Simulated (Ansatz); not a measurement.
One change: `[AlH2][NH][SiH3]` becomes `[AlH2][N]([SiH3])[SiH3]`.

Ansatz, PBE0-D4/def2-TZVP geometries, multiplicity 1. 

| property | `[AlH2][NH][SiH3]` |
| --- | --- |
| HOMO energy (B3LYP/def2-TZVPP) / eV | -7.54 |
| size of the dipole moment (ωB97M-V/def2-TZVPP) / D | 0.95 |
| HOMO–LUMO gap (PBE/def2-TZVPP) / eV | 4.76 |
| size of the dipole moment (PBE/def2-TZVPP) / D | 0.93 |
| HOMO–LUMO gap (B3LYP/def2-TZVPP) / eV | 6.37 |
| HOMO energy (PBE0/def2-TZVPP) / eV | -7.76 |

(1) What does the change do to each property? (Estimate.)

## Answers

(1) Computed: 
```csv
property,`[AlH2][N]([SiH3])[SiH3]`,shift
HOMO energy (B3LYP/def2-TZVPP) / eV,-7.71,-0.17
size of the dipole moment (ωB97M-V/def2-TZVPP) / D,0.33,-0.62
HOMO–LUMO gap (PBE/def2-TZVPP) / eV,4.72,-0.04
size of the dipole moment (PBE/def2-TZVPP) / D,0.25,-0.68
HOMO–LUMO gap (B3LYP/def2-TZVPP) / eV,6.30,-0.07
HOMO energy (PBE0/def2-TZVPP) / eV,-7.93,-0.17
```

With PBE0 the HOMO falls by 0.17 eV and the LUMO falls by 0.25 eV, so the gap narrows by about 0.08 eV. PBE moves the HOMO by -0.21 eV and ωB97M-V by -0.13 eV. Dipoles are sizes alone; their direction can turn.

B3LYP here is the variant with VWN-RPA as its local correlation; programs differ in this.
